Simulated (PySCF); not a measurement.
A GIAO shielding run with PySCF 2.14.0 with density-fitted response routines (density fitting, non-relativistic, gas phase) on `CCOCCC[SiH3]`, C₅H₁₄OSi:

```
$ OMP_NUM_THREADS=1 python probes_run.py task.json out

{"job": {"kind": "nmr", "xc": "PBE0", "basis": "pcSseg-1"}, "charge": 0, "multiplicity": 1}
C     -2.947317     0.604820     1.004696
C     -2.106536    -0.378650     0.207138
O     -0.968950     0.290491    -0.280883
C     -0.118355    -0.534735    -1.037431
C      1.093635     0.270836    -1.487518
C      1.890860     0.830632    -0.312048
Si     2.628042    -0.480159     0.851285
H     -2.363177     1.004847     1.828684
H     -3.829205     0.106767     1.397732
H     -3.255556     1.429218     0.367707
H     -1.798967    -1.225285     0.843441
H     -2.690687    -0.787374    -0.634173
H      0.205797    -1.397038    -0.432070
H     -0.659861    -0.926622    -1.915533
H      0.741166     1.094821    -2.113197
H      1.725708    -0.376130    -2.099823
H      1.237709     1.494172     0.255637
H      2.695280     1.452324    -0.711495
H      3.213391    -1.566588     0.057870
H      1.621351    -1.039162     1.756552
H      3.676751     0.149755     1.657315
```

Hardware: 1 thread of an Intel Xeon, shared host. The job also computes population analyses, field gradients.

**Question.** How large is the calculation?

**Answer.** 66 electrons, 196 basis functions and 1037 auxiliary functions.

**Question.** How long does it take, and how much memory does it need?

**Answer.** 120 s of wall time, with 13 SCF cycles and 4 response iterations; peak memory 0.86 GiB. Times on a shared host scatter by some tens of per cent.
